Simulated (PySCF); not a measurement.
Point-charge models of `CO[SiH2][C@H]1CCCO1` against its computed dipole.

Coordinates (GFN2-xTB, Å) and charges (e) from the PBE0/pcSseg-1 density (PySCF):

```csv
atom,x,y,z,Mulliken,IAO,Hirshfeld,ESP-fitted
C1,3.536,0.404,-0.192,-0.0024,-0.1961,-0.0326,-0.1031
O2,2.230,0.074,0.176,-0.6437,-0.6465,-0.2299,-0.3961
Si3,1.041,-0.466,-0.789,+0.8539,+1.0011,+0.3767,+0.5313
C4,-0.421,-0.789,0.378,-0.1779,-0.2014,-0.0464,+0.0709
C5,-1.077,0.452,0.989,-0.2395,-0.2717,-0.0736,-0.1795
C6,-2.122,0.817,-0.059,-0.2857,-0.2782,-0.0756,+0.0235
C7,-2.549,-0.565,-0.548,+0.0947,-0.0540,-0.0006,+0.0361
O8,-1.400,-1.383,-0.496,-0.5366,-0.4173,-0.1546,-0.4132
H9,3.541,1.079,-1.050,+0.0934,+0.1260,+0.0406,+0.0845
H10,4.016,0.892,0.657,+0.1172,+0.1531,+0.0492,+0.0988
H11,4.095,-0.496,-0.456,+0.1000,+0.1318,+0.0419,+0.0918
H12,0.692,0.548,-1.793,-0.1339,-0.1661,-0.0893,-0.0992
H13,1.387,-1.702,-1.492,-0.1149,-0.1536,-0.0866,-0.1241
H14,-0.184,-1.524,1.154,+0.1389,+0.1455,+0.0389,+0.0705
H15,-0.356,1.247,1.167,+0.1387,+0.1468,+0.0450,+0.0539
H16,-1.566,0.205,1.934,+0.1236,+0.1362,+0.0400,+0.0855
H17,-2.956,1.388,0.345,+0.1278,+0.1446,+0.0462,+0.0130
H18,-1.663,1.376,-0.874,+0.1305,+0.1374,+0.0373,+0.0273
H19,-3.326,-0.981,0.111,+0.0995,+0.1187,+0.0309,+0.0678
H20,-2.923,-0.567,-1.575,+0.1164,+0.1435,+0.0426,+0.0601
```

Compute μ = Σ q r for each scheme (1 e·Å = 4.803 D) and compare with the dipole of the full density.

The full density gives (0.43, 1.62, 0.35) D, 1.71 D in size; dipole vectors point from the negative to the positive end.

```tsv
scheme	μx	μy	μz	size (D)	share of the full size (%)	angle to the full dipole (°)
Mulliken	1.53	2.40	-0.94	2.99	175	35
IAO	0.51	1.83	-0.97	2.14	125	39
Hirshfeld	0.29	0.87	0.07	0.92	54	8
ESP-fitted	0.41	1.62	0.31	1.70	99	1
```

Which set comes closest?

Length of the difference vector: ESP-fitted 0.04 D, Hirshfeld 0.81 D, IAO 1.34 D, Mulliken 1.86 D. Closest: ESP-fitted. ESP charges are fitted to the potential around the molecule, whose slowest-falling term is the dipole's. The schemes that divide the density aren't constrained to reproduce the dipole.

What is left for the Hirshfeld atoms' own dipoles?

The Hirshfeld atoms' densities add up to the full density, so μ = Σ q r + Σ (atomic dipoles). The atomic dipoles sum to (0.43, 1.62, 0.35) − (0.29, 0.87, 0.07) = (0.14, 0.75, 0.28) D, 0.81 D in size.

With the origin at the mean of the coordinates, (0.000, 0.001, -0.121) Å, which are the largest single terms, by size, of the Hirshfeld dipole along the direction of the full one?

O8 +1.29, O2 -0.76, H13 +0.64, Si3 -0.58, H10 +0.47 D; all 20 atoms together +0.91 D. The single terms depend on the origin, their sum doesn't.

Give the size of the full dipole in other units.

1.71 D = 0.674 au = 0.356 e·Å = 5.71 × 10⁻³⁰ C·m.

The structure is a single GFN2-xTB conformer in the gas phase; no vibrational or solvent corrections.
